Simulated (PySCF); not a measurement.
Xenon: a sound run and one with changed settings

Sound run: Xe²⁺ [Kr] 4d10 5s2 5p4, Xe³⁺ [Kr] 4d10 5s2 5p3. All numbers are calculated (PySCF 2.14, a scalar-relativistic core potential, in def2-SVP with the def2 core potential (28 electrons) (6s5p3d2f, 50 functions)). The sound run starts from symmetry-adapted Hartree-Fock orbitals and uses a fine grid where one is needed.

Changed run: radial step 0.3 in ln r (0.13 in the sound run). This setting is unsound on purpose.

| species | method | sound run (hartree) | changed run (hartree) | converged |
| --- | --- | --- | --- | --- |
| Xe²⁺ | UHF | -327.13922 | -327.13922 | yes |
| Xe²⁺ | PBE0 | -328.14670 | -328.14625 | yes |
| Xe²⁺ | B3LYP | -328.23069 | -328.23099 | yes |
| Xe³⁺ | UHF | -326.05941 | -326.05941 | yes |
| Xe³⁺ | PBE0 | -327.02535 | -327.02491 | yes |
| Xe³⁺ | B3LYP | -327.10309 | -327.10351 | yes |

Ionisation energy of Xe²⁺:

```tsv
method	sound run (eV)	changed run (eV)
UHF	29.383	29.383
PBE0	30.513	30.513
B3LYP	30.684	30.680
```

A coarse radial grid mis-integrates the density and the exchange-correlation energy, with errors of either sign; Hartree-Fock needs no grid.

For comparison, NIST gives 31.05 ± 0.04 eV between the lowest levels.
